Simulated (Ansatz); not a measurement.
A nudged elastic band was laid between two geometries of H3NSZn (6 atoms, charge 0, multiplicity 1).

The calculation used RKS B3LYP-D4/def2-mTZVP in Ansatz.

```json
{
 "movable images": "5",
 "climbing image": "yes",
 "spring": "5.0 eV/Å²",
 "optimiser": "quadratic models (default)",
 "start path": "through a guess of the saddle point",
 "force threshold": "0.05 eV/Å",
 "iteration limit": "60",
 "end points": "relaxed"
}
```

Image 0:

```xyz
6
Properties=species:S:1:pos:R:3
N 0.274 0.410 1.470
Zn 0.222 -0.239 -0.241
S 0.366 -1.124 -2.229
H -0.458 0.103 2.101
H 0.383 1.413 1.579
H -0.786 -0.564 -2.679
```

Image 6:

```xyz
6
Properties=species:S:1:pos:R:3
N 0.290 0.379 1.419
Zn -0.217 0.018 -0.303
S -0.691 -0.500 -2.367
H -0.316 0.034 2.155
H 0.525 1.343 1.633
H 0.409 -1.275 -2.537
```

Task: Which bonds break or form, and what moves?

Result: No bond is made or broken.

Task: What energy profile does the band end with?

Result: The forces met the threshold. The highest image is number 3 of 0 to 6, 1.0 kcal/mol above the ends, which have the same energy within 2 meV. A vibrational analysis at the climbing image gives one clearly imaginary mode, 168i cm⁻¹: a first-order saddle point.

```csv
image,path coordinate (Å),energy (kcal/mol)
0,0.00,0.0
1,0.39,0.2
2,0.78,0.7
3,1.18,1.0
4,1.58,0.7
5,1.98,0.2
6,2.39,0.0
```

Task: What is the geometry of the highest image?

Result: 
```xyz
6
Properties=species:S:1:pos:R:3:forces:R:3
N 0.353 0.488 1.412 0.01 0.00 0.01
Zn -0.004 -0.337 -0.190 0.00 -0.01 -0.01
S -0.252 -1.390 -2.091 0.00 0.00 0.00
H -0.026 0.030 2.236 0.00 0.00 0.00
H 0.101 1.470 1.469 0.00 0.00 0.00
H -0.170 -0.260 -2.837 0.00 0.00 0.00
```

Task: What are the harmonic wavenumbers there?

Result: 168i, 122, 133, 370, 491, 633, 659, 788, 1617, 2615, 3492, 3578 cm⁻¹.

The band took 8 iterations and roughly 110 core-seconds.

Run time: 110 s on 1 thread of Intel(R) Xeon(R) Platinum 8488C (Sapphire Rapids), with other jobs on the host, peak memory 0.18 GiB.
